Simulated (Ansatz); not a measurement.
C2H3B (SMILES BC#C) moved off its minimum; all values from Ansatz (a program for electronic structure), cores frozen in correlated methods.
(charge 0, multiplicity 1)
```xyz
6

B     -1.2016    -0.0038    -0.7338
C      0.1239    -0.0061     0.0556
C      1.1263     0.0383     0.7035
H      2.0487     0.1156     1.2401
H     -1.9684     0.8253    -0.6872
H     -1.4557    -1.0436    -1.3507
```

Forces at wB97M-V/def2-TZVPP (eV/Å):

| atom | Fx | Fy | Fz |
|---|---|---|---|
| B1 | 1.455 | -2.569 | 0.058 |
| C2 | -1.948 | 0.344 | -1.046 |
| C3 | 1.372 | 0.126 | 0.632 |
| H4 | -0.254 | -0.113 | -0.052 |
| H5 | -0.808 | 1.269 | 0.058 |
| H6 | 0.183 | 0.943 | 0.349 |

Problem. Give the forces (eV/Å), the total energy and the dipole at CCSD(T)/cc-pVTZ.

Solution. 
```csv
atom,Fx,Fy,Fz
B1,1.359,-2.609,-0.012
C2,-2.955,0.298,-1.731
C3,2.567,0.179,1.441
H4,-0.213,-0.108,-0.042
H5,-0.905,1.376,0.059
H6,0.147,0.863,0.286
```
Energy -102.5627 hartree, dipole 0.80 D.
